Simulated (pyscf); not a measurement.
**`[O]=[ReH](=[O])=[O]`, singlet**

Gas-phase minimum from PySCF at ωB97X-D3(BJ)/def2-SVP, one conformer. 

```
Re
O 1 1.6903
O 1 1.6904 2 113.61
O 1 1.6904 2 113.62 3 -132.06
H 1 1.6667 2 104.93 3 113.98
```

Properties at ωB97X-D3(BJ)/def2-SVP:

```
Quantity                                                                                                                                                             Result
---------------------------------------------------------------------------------------------------------------------  ----------------------------------------------------
Harmonic wavenumbers, unscaled                                                                                         241, 334, 334, 722, 723, 1050, 1050, 1097, 2215 cm⁻¹
Zero-point energy                                                                                                                                             11.1 kcal/mol
Rotational symmetry number                                                                                                                                                3
Entropy of this conformer at 298 K and 1 atm, rigid rotor and harmonic oscillator, modes under 100 cm⁻¹ raised to 100                                       293.4 J/(mol K)
Dipole moment                                                                                                                                                        1.54 D
```

Single-point totals, which compare only within one level:

| level | total energy (hartree) |
|---|---|
| ωB97X-D3(BJ)/def2-TZVP | -304.80459 |
| PBE/def2-TZVP | -304.62132 |
| r²SCAN/def2-TZVP | -304.72360 |
| B3LYP-D3(BJ)/def2-TZVP | -304.80028 |
| PBE0-D3(BJ)/def2-TZVP | -304.51480 |
| M06-2X/def2-TZVP | -304.52221 |
| ωB97M-D3(BJ)/def2-TZVP | -304.75401 |

Elements past Kr carry the def2 core potentials, without spin-orbit coupling.
